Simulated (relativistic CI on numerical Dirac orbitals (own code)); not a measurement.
**One change at a time: Au**

Base calculation: Dirac-Coulomb-Breit CI, separate exchange-only KLI orbitals for each configuration, a model potential for QED, valence Slater integrals scaled by 0.85, P86 correlation energy added to each configuration.

Configuration list (outside the closed core [Xe] 4f14): 5d¹⁰6s, 5d⁹6s², 5d¹⁰6p, 5d⁹6s6p, 5d¹⁰7s, 5d¹⁰7p, 5d¹⁰6d, 5d¹⁰8s, 5d¹⁰8p, 5d¹⁰5f, 5d¹⁰7d, 5d¹⁰9s, 5d¹⁰9p, 5d¹⁰5g, 5d¹⁰6f, 5d¹⁰8d, 5d¹⁰10s, 5d¹⁰10p, 5d⁹6s8s, 5d⁹6s8p, 5d⁹6s5f, 5d⁹6s7d, 5d⁹6s7s, 5d⁹6s9s, 5d⁹6s9p, 5d⁹6s5g, 5d⁹6s6f, 5d⁹6s8d, 5d⁹6s10s, 5d⁹6s10p. Double excitations out of closed p, d and f shells are left out; levels of such configurations are missing from the list, as are those of other unlisted configurations, and high levels can miss mixing partners.

The lowest level and the first level of each name with at least 55 % of one term (blank where a level has no safe partner in the second run):

| Level | Base (cm⁻¹) | Shift (cm⁻¹) |
| --- | --- | --- |
| 5d¹⁰6s ²S1/2 | 0.0 | 0.0 |
| 5d⁹6s² ²D5/2 | 12878.4 | +32.0 |
| 5d⁹6s² ²D3/2 | 24480.8 | -44.6 |
| 5d¹⁰6p ²P°1/2 | 33351.6 | +277.1 |
| 5d¹⁰6p ²P°3/2 | 36062.6 | +265.0 |
| 5d⁹6s6p ⁴P°5/2 | 37893.8 | +1295.1 |
| 5d⁹6s6p ⁴F°7/2 | 41438.4 | +897.0 |
| 5d⁹6s6p ⁴P°3/2 | 42965.5 | +837.8 |
| 5d⁹6s6p ⁴F°9/2 | 43258.3 | +643.8 |
| 5d⁹6s6p ⁴D°7/2 | 46749.2 | +258.4 |
| 5d¹⁰7s ²S1/2 | 46769.8 | +2.0 |
| 5d¹⁰7p ²P°3/2 | 52916.5 | +65.3 |
| 5d¹⁰7p ²P°1/2 | 52995.9 | +118.4 |
| 5d¹⁰6d ²D3/2 | 53593.2 | +1.8 |
| 5d¹⁰6d ²D5/2 | 53640.0 | +1.9 |
| 5d¹⁰8s ²S1/2 | 57052.5 | +1.0 |
| 5d⁹6s6p ²F°7/2 | 57390.1 | -409.3 |
| 5d⁹6s6p ⁴D°3/2 | 57845.9 |  |
| 5d⁹6s6p ²P°3/2 | 58221.9 |  |
| 5d⁹6s6p ²D°5/2 | 58751.5 | -305.3 |
| 5d¹⁰8p ²P°3/2 | 58862.3 | -290.5 |
| 5d¹⁰5f ²F°7/2 | 59198.0 | -0.7 |

For a near-neutral ion this model can misplace configurations by up to about 10,000 cm⁻¹ (more where the count of f electrons changes) and terms by 10 to 25 % of their spread. Rates follow the energies as ν³ (E1, M1) or ν⁵ (E2), so they and the lifetimes can be off by large factors. The fine structure of a lone outer electron comes out too small, for d and f at times inverted, and misplaced configurations move strength between like terms. 8 of the 19 excited levels that our extract of the measured tables holds in this range could be paired (the sources list more); they are missed by 5486 cm⁻¹ on average and 7812 at most, and levels without a partner can miss by more.

Problem. One thing was changed in a second run, which moved the levels as shown. Which?
A. configuration mixing switched off
B. self-excluded LDA correlation estimate
C. QED terms removed
D. Breit term removed
E. valence Slater integrals scaled by 0.75

Solution. E. Valence Slater integrals scaled by 0.75. Scaling acts on the splittings between terms and on the mixing, and leaves the fine structure of pure LS terms nearly alone; in jj coupling it moves the levels of one term differently.

LS names give the leading component of a level, which can be under half, so a name can repeat, a term be missing and a line seem to break the LS rules.
